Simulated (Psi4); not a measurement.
F2Mg, singlet, geometry from GFN2-xTB (such geometries of metal compounds can be far from the true shape); PBE/cc-pVDZ (Psi4).

Psi4 was given this input:
```
memory 2 GB

molecule {
0 1
  Mg    0.40305854   -0.05533096   -0.13647722
  F    -0.45725792    1.18552207   -0.93154954
  F    -0.08015346   -1.11174745    1.11351917
}

set basis cc-pvdz

energy('pbe')
print_variables()
```

Question: Write the output that Psi4 gives for this input, abridged.

Answer: 
```
   => Loading Basis Set <=

    Name: CC-PVDZ
    Role: ORBITAL
    Keyword: BASIS

         ---------------------------------------------------------
                                   SCF
               by Justin Turney, Rob Parrish, Andy Simmonett
                          and Daniel G. A. Smith
                              RKS Reference
         ---------------------------------------------------------

  ==> Geometry <==

    Molecular point group: cs
    Full point group: Cs

    Geometry (in Angstrom), charge = 0, multiplicity = 1:

       Center              X                  Y                   Z               Mass
    ------------   -----------------  -----------------  -----------------  -----------------
         MG           0.056336093623    -0.434805182448     0.000000000000    23.985041697000
         F            1.500946727425     0.473545390923     0.000000000000    18.998403162730
         F           -1.572069734081     0.075386029353     0.000000000000    18.998403162730

  Running in cs symmetry.

  Rotational constants: A =      2.24140  B =      0.18482  C =      0.17074 [cm^-1]
  Rotational constants: A =  67195.42523  B =   5540.77042  C =   5118.69532 [MHz]
  Nuclear repulsion =   80.814835782467512

  Charge       = 0
  Multiplicity = 1
  Electrons    = 30
  Nalpha       = 15
  Nbeta        = 15

  ==> Algorithm <==

  SCF Algorithm Type is DF.
  DIIS enabled.
  MOM disabled.
  Fractional occupation disabled.
  Guess Type is SAD.
  Energy threshold   = 1.00e-06
  Density threshold  = 1.00e-06
  Integral threshold = 1.00e-12

  ==> Primary Basis <==

  Basis Set: CC-PVDZ
    Blend: CC-PVDZ
    Number of shells: 20
    Number of basis functions: 46
    Number of Cartesian functions: 49
    Spherical Harmonics?: true
    Max angular momentum: 2

  ==> DFT Potential <==

   => LibXC <=

    Version 7.1.2
    S. Lehtola, C. Steigemann, M. J. T. Oliveira, and M. A. L. Marques,  SoftwareX 7, 1–5 (2018) (10.1016/j.softx.2017.11.002)

   => Composite Functional: PBE <=

    PBE GGA Exchange-Correlation Functional

    J.P. Perdew et. al., Phys. Rev. Lett., 77(18), 3865-3868, 1996

    Deriv               =              1
    GGA                 =           TRUE
    Meta                =          FALSE

    Exchange Hybrid     =          FALSE
    MP2 Hybrid          =          FALSE

   => Exchange Functionals <=

    1.0000     XC_GGA_X_PBE

   => Correlation Functionals <=

    1.0000     XC_GGA_C_PBE

   => LibXC Density Thresholds  <==

    XC_GGA_C_PBE:  1.00E-12
    XC_GGA_X_PBE:  1.00E-15

   => Molecular Quadrature <=

    Radial Scheme          =       TREUTLER
    Pruning Scheme         =           NONE
    Nuclear Scheme         =       TREUTLER

    Blocking Scheme        =         OCTREE
    BS radius alpha        =              1
    Pruning alpha          =              1
    Radial Points          =             75
    Spherical Points       =            302
    Total Points           =          65642
    Total Blocks           =            561
    Max Points             =            256
    Max Functions          =             46
    Weights Tolerance      =       1.00E-15

   => Loading Basis Set <=

    Name: (CC-PVDZ AUX)
    Role: JKFIT
    Keyword: DF_BASIS_SCF

  ==> Integral Setup <==

  SCF_SUBTYPE=INCORE selected. In-core MEM_DF algorithm will be used.
  Using in-core AOs.

  ==> MemDFJK: Density-Fitted J/K Matrices <==

    J tasked:                   Yes
    K tasked:                    No
    wK tasked:                   No
    Algorithm:                 Core
    Schwarz Cutoff:           1E-12
    Mask sparsity (%):       0.3781
    Fitting Condition:        1E-10

   => Auxiliary Basis Set <=

  Basis Set: (CC-PVDZ AUX)
    Blend: CC-PVDZ-JKFIT + DEF2-UNIVERSAL-JKFIT
    Number of shells: 82
    Number of basis functions: 252
    Number of Cartesian functions: 299
    Spherical Harmonics?: true
    Max angular momentum: 4

  Minimum eigenvalue in the overlap matrix is 1.3861601786E-02.
  Reciprocal condition number of the overlap matrix is 5.0252137651E-03.
    Using symmetric orthogonalization.

  ==> Pre-Iterations <==

  SCF Guess: Superposition of Atomic Densities via on-the-fly atomic UHF (no occupation information).

   -------------------------
    Irrep   Nso     Nmo
   -------------------------
     A'        33      33
     A"        13      13
   -------------------------
    Total      46      46
   -------------------------

  ==> Iterations <==

                           Total Energy        Delta E     RMS |[F,P]|

   @DF-RKS iter SAD:  -398.88050396754977   -3.98881e+02   0.00000e+00
   @DF-RKS iter   1:  -399.32250874028432   -4.42005e-01   2.30834e-02 ADIIS/DIIS
   @DF-RKS iter   2:  -396.60501287595480    2.71750e+00   7.46952e-02 ADIIS/DIIS
   @DF-RKS iter   3:  -399.44902318443172   -2.84401e+00   1.66408e-02 ADIIS/DIIS
   @DF-RKS iter   4:  -399.55780211563410   -1.08779e-01   9.65551e-04 ADIIS/DIIS
   @DF-RKS iter   5:  -399.55827508772967   -4.72972e-04   9.01650e-05 DIIS
   @DF-RKS iter   6:  -399.55827812726551   -3.03954e-06   7.75050e-06 DIIS
   @DF-RKS iter   7:  -399.55827816625555   -3.89900e-08   8.29880e-07 DIIS
  Energy and wave function converged.

  ==> Post-Iterations <==

   Electrons on quadrature grid:
      Ntotal   =   29.9999031903 ; deviation = -9.681e-05

    Orbital Energies [Eh]
    ---------------------

    Doubly Occupied:

       1Ap   -46.239155     2Ap   -24.181441     3Ap   -24.181425
       4Ap    -2.954995     1App   -1.748141     5Ap    -1.747454
       6Ap    -1.743586     7Ap    -0.973718     8Ap    -0.968105
       9Ap    -0.316246    10Ap    -0.294771    11Ap    -0.286145
       2App   -0.285123     3App   -0.277278    12Ap    -0.273697

    Virtual:

      13Ap    -0.113399     4App   -0.010789    14Ap     0.028230
      15Ap     0.035631    16Ap     0.101216     5App    0.151519
      17Ap     0.210744    18Ap     0.228496     6App    0.316061
      19Ap     0.331364     7App    0.363968    20Ap     0.493860
      21Ap     0.544494    22Ap     1.210646     8App    1.246243
      23Ap     1.261122    24Ap     1.264339     9App    1.270381
      25Ap     1.347919    26Ap     2.221009    27Ap     2.348196
      28Ap     3.515338    29Ap     3.525006    10App    3.528895
      30Ap     3.531041    11App    3.531218    31Ap     3.547609
      12App    3.553866    32Ap     3.579450    13App    3.583046
      33Ap     3.609825

    Final Occupation by Irrep:
             Ap   App
    DOCC [    12,    3 ]
    NA   [    12,    3 ]
    NB   [    12,    3 ]

  @DF-RKS Final Energy:  -399.55827816625555

   => Energetics <=

    Nuclear Repulsion Energy =             80.8148357824675116
    One-Electron Energy =                -721.2735483003157242
    Two-Electron Energy =                 278.1779058841191272
    DFT Exchange-Correlation Energy =     -37.2774715325264694
    Empirical Dispersion Energy =           0.0000000000000000
    VV10 Nonlocal Energy =                  0.0000000000000000
    Total Energy =                       -399.5582781662555476

Computation Completed

Properties will be evaluated at   0.000000,   0.000000,   0.000000 [a0]

Properties computed using the SCF density matrix

 Multipole Moments:

 ------------------------------------------------------------------------------------
     Multipole            Electronic (a.u.)      Nuclear  (a.u.)        Total (a.u.)
 ------------------------------------------------------------------------------------

 L = 1.  Multiply by 2.5417464519 to convert [e a0] to [Debye]
 Dipole X            :          0.1525250            0.0678904            0.2204154
 Dipole Y            :         -1.1771914           -0.5239821           -1.7011735
 Dipole Z            :          0.0000000            0.0000000            0.0000000
 Magnitude           :                                                    1.7153933

 ------------------------------------------------------------------------------------

  Variable Map:
  ----------------------------------------------------------------------------
  "CURRENT ENERGY"              =>    -399.558278166256
  "CURRENT REFERENCE ENERGY"    =>    -399.558278166256
  "DD SOLVATION ENERGY"         =>       0.000000000000
  "DFT FUNCTIONAL TOTAL ENERGY" =>    -399.558278166256
  "DFT TOTAL ENERGY"            =>    -399.558278166256
  "DFT VV10 ENERGY"             =>       0.000000000000
  "DFT XC ENERGY"               =>     -37.277471532526
  "GRID ELECTRONS ALPHA"        =>      14.999951595133
  "GRID ELECTRONS BETA"         =>      14.999951595133
  "GRID ELECTRONS TOTAL"        =>      29.999903190266
  "NUCLEAR REPULSION ENERGY"    =>      80.814835782468
  "ONE-ELECTRON ENERGY"         =>    -721.273548300316
  "PCM POLARIZATION ENERGY"     =>       0.000000000000
  "PE ENERGY"                   =>       0.000000000000
  "SCF ITERATION ENERGY"        =>    -399.558278166256
  "SCF ITERATIONS"              =>       7.000000000000
  "SCF TOTAL ENERGY"            =>    -399.558278166256
  "TWO-ELECTRON ENERGY"         =>     278.177905884119
  "XC GRID RADIAL POINTS"       =>      75.000000000000
  "XC GRID SPHERICAL POINTS"    =>     302.000000000000
  "XC GRID TOTAL POINTS"        =>   65642.000000000000

  Array Variable Map:
  ----------------------------------------------------------------------------
  "CURRENT DIPOLE"              =>       0.220415435514 ... 0.000000000000 1 by 3
  "SCF DIPOLE"                  =>       0.220415435514 ... 0.000000000000 1 by 3
  "SCF TOTAL ENERGIES"          =>    -398.880503967550 ... -399.558278166256 1 by 8
```
